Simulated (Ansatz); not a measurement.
`[Cl][SnH2][GeH3]` + dimethylamine → `C[N](C)[GeH3]` + `[Cl][SnH3]` at 700 K and 1 bar (cleavage of the Ge–Sn bond).

Program: Ansatz. Geometries: PBE0-D4/def2-TZVP. ΔE: electronic, gas phase. CCSD(T)/CBS is the MP2 limit (def2-TZVPP, def2-QZVPP) plus CCSD(T) − MP2 in def2-TZVPP, frozen cores. Elements past krypton have def2 core potentials. For Ge, Sn outer-core shells are correlated without core-valence functions, which leaves a few kJ/mol of doubt a bond. Scalar relativity is left out up to krypton.

```csv
species,CCSD(T)/CBS energy (Eh),H − E (kJ/mol),S (J/(mol·K))
`[Cl][SnH2][GeH3]`,-2752.95817,170.7,469.8
`CNC`,-135.00321,296.9,352.4
`C[N](C)[GeH3]`,-2212.31524,357.2,461.2
`[Cl][SnH3]`,-675.62576,99.1,338.4
```

H − E and S are ideal-gas, rigid-rotor, harmonic terms from PBE0-D4/def2-TZVP. 1 Eh = 2625.50 kJ/mol, R = 8.31446 J/(mol·K).

Task: By hand: ΔE, ΔH, ΔS and ΔG.

Result: ΔE = (-2212.31524) + (-675.62576) − (-2752.95817) − (-135.00321) = 0.02038 Eh = 53.5 kJ/mol. Δ(H − E) = 357.2 + 99.1 − 170.7 − 296.9 = -11.3, so ΔH = 42.2 kJ/mol. ΔS = 461.2 + 338.4 − 469.8 − 352.4 = -22.6 J/(mol·K). ΔG = 42.2 − 700 × (-22.6)/1000 = 58.0 kJ/mol.

Task: By hand: the equilibrium constant, and the temperature at which ΔG would vanish if ΔH and ΔS stayed fixed.

Result: log₁₀ K = −ΔG/(RT ln 10) = -4.3. ΔH and −TΔS have one sign here, so there is no such temperature.

TΔS isn't small against ΔH here. A doubt of 5 kJ/mol in ΔE shifts log₁₀ K by 0.4 here. These are equilibria of isolated gas molecules and say nothing of rates. Largest T1 diagnostic: 0.012 (customary marks: 0.02 for closed shells, 0.045 for open ones).
